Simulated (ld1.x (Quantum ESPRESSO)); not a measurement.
## rhodium (Rh): TM pseudisation with PBE, scalar-relativistic reference atom.

ld1.x (Quantum ESPRESSO) 7.5 was run on this input:

```
&input
   title='Rh', zed=45., rel=1, dft='PBE', iswitch=3,
   config='[Kr] 4d8 4f-2 5s0 5p0',
   nld=4, rlderiv=1.85, eminld=-9.0, emaxld=5.0, deld=0.04
 /
 &inputp
   pseudotype=2, tm=.true., lloc=0,
   nlcc=.false.,
   file_pseudopw='Rh.UPF', file_wfcaegen='ae.wfc', file_wfcncgen='nc.wfc', file_beta='beta', file_chi='chi'
 /
4
4P  2  1   6.00   0.00  1.70  1.70  0.0
4D  3  2   8.00   0.00  1.15  1.15  0.0
4F  4  3  -2.00   0.25  1.65  1.65  0.0
4S  1  0   2.00   0.00  1.45  1.45  0.0
 &test
   configts(1)='4s2 4p6 4d8 5s0 5p0'
 /
```

Command:

```bash
ld1.x < Rh.in > Rh.out
```

Resulting log (shortened: banner, matrices, multipoles, cross overlaps and the repeated all-electron block are left out):

```
Program LD1 v.7.5
     --------------------------- All-electron run ----------------------------

     Rh
     scalar relativistic calculation

     atomic number is 45.00
     dft =PBE   lsd =0 sic =0 latt =0  beta=0.20 tr2=1.0E-14
     Exchange-correlation= PBE
                           (   1   4   3   4   0   0   0)
     mesh =1233 r(mesh) =  98.82371 a.u. xmin = -7.00 dx = 0.01250
     1 Ry =  13.60569312 eV, c = 137.03599908

     n l     nl                  e(Ry)          e(Ha)          e(eV)
     1 0     1S 1( 2.00)     -1693.8927      -846.9463    -23046.5838
     2 0     2S 1( 2.00)      -246.0461      -123.0231     -3347.6280
     2 1     2P 1( 6.00)      -220.5606      -110.2803     -3000.8800
     3 0     3S 1( 2.00)       -44.4260       -22.2130      -604.4467
     3 1     3P 1( 6.00)       -36.0473       -18.0237      -490.4490
     4 0     4S 1( 2.00)        -6.6285        -3.3142       -90.1851
     4 1     4P 1( 6.00)        -4.2736        -2.1368       -58.1451
     3 2     3D 1(10.00)       -22.6516       -11.3258      -308.1902
     4 2     4D 1( 8.00)        -0.9983        -0.4992       -13.5832
     5 0     5S 1( 0.00)        -0.7923        -0.3962       -10.7802
     5 1     5P 1( 0.00)        -0.4552        -0.2276        -6.1936

     final scf error:  4.3E-15 reached in  28 iterations

     Etot =   -9567.688836 Ry,   -4783.844418 Ha, -130175.038199 eV

     Ekin =    9908.916987 Ry,    4954.458494 Ha,  134817.683710 eV
     Encl =  -23069.935243 Ry,  -11534.967622 Ha, -313882.459286 eV
     Eh   =    3870.017954 Ry,    1935.008977 Ha,   52654.276662 eV
     Exc  =    -276.688534 Ry,    -138.344267 Ha,   -3764.539285 eV

     normalization and overlap integrals

     s(1S/1S) =  1.000000  <r> =   0.0326  <r2> =    0.0014  r(max) =   0.0211
     s(2S/2S) =  1.000000  <r> =   0.1419  <r2> =    0.0237  r(max) =   0.1201
     s(2P/2P) =  1.000000  <r> =   0.1237  <r2> =    0.0187  r(max) =   0.0959
     s(3S/3S) =  1.000000  <r> =   0.3907  <r2> =    0.1746  r(max) =   0.3520
     s(3P/3P) =  1.000000  <r> =   0.3905  <r2> =    0.1772  r(max) =   0.3433
     s(4S/4S) =  1.000000  <r> =   0.9810  <r2> =    1.0911  r(max) =   0.8766
     s(4P/4P) =  1.000000  <r> =   1.0827  <r2> =    1.3449  r(max) =   0.9449
     s(3D/3D) =  1.000000  <r> =   0.3704  <r2> =    0.1640  r(max) =   0.2918
     s(4D/4D) =  1.000000  <r> =   1.5452  <r2> =    2.9278  r(max) =   1.1398
     s(5S/5S) =  1.000000  <r> =   2.9743  <r2> =   10.0641  r(max) =   2.5051
     s(5P/5P) =  1.000000  <r> =   3.8596  <r2> =   17.0375  r(max) =   3.2166

     ------------------------ End of All-electron run ------------------------

     --------------------- Generating NC pseudopotential ---------------------

      Generating local pot.: lloc=0, matching radius rcloc =   1.4500

      Wfc   4P  rcut= 1.679  Using Troullier-Martins method

      Wfc   4D  rcut= 1.154  Using Troullier-Martins method

      Wfc   4F  rcut= 1.638  Using Troullier-Martins method

     ------------------- End of pseudopotential generation -------------------

     Computing logarithmic derivative in   1.84431
     Computing logarithmic derivative in   1.84431
     Computing the partial wave expansion
       no projector for channel:   0
     R is outside the sphere for l=    1 j= 0.00
     R is outside the sphere for l=    2 j= 0.00
     R is outside the sphere for l=    3 j= 0.00

     ---------------------- Testing the pseudopotential ----------------------

     Rh
     scalar relativistic calculation

     atomic number is 45.00   valence charge is 17.00
     dft =PBE   lsd =0 sic =0 latt =0  beta=0.20 tr2=1.0E-14
     mesh =1233 r(mesh) =  98.82371 xmin = -7.00 dx = 0.01250

     n l     nl             e AE (Ry)        e PS (Ry)    De AE-PS (Ry)
     1 0     4S   1( 2.00)       -6.62848       -6.62849        0.00000
     2 1     4P   1( 6.00)       -4.27358       -4.27359        0.00000
     3 2     4D   1( 8.00)       -0.99835       -0.99831       -0.00004
     2 0     5S   1( 0.00)       -0.79233       -0.86356        0.07123  !
     3 1     5P   1( 0.00)       -0.45522       -0.47436        0.01914  !

     eps = 6.0E-15  iter = 21

     Etot =   -9567.688836 Ry,   -4783.844418 Ha, -130175.038199 eV
     Etotps =  -220.701897 Ry,    -110.350949 Ha,   -3002.802287 eV

     Ekin =      77.962716 Ry,      38.981358 Ha,    1060.736793 eV
     Encl =    -448.766619 Ry,    -224.383309 Ha,   -6105.780898 eV
     Ehrt =     180.455703 Ry,      90.227851 Ha,    2455.224915 eV
     Ecxc =     -21.973597 Ry,     -10.986798 Ha,    -298.966015 eV
     Epseu=      -8.380101 Ry,      -4.190051 Ha,    -114.017083 eV

     ---------------------- End of pseudopotential test ----------------------
```

Generation and configuration tests took about 1.8 s on one core of a shared server CPU.
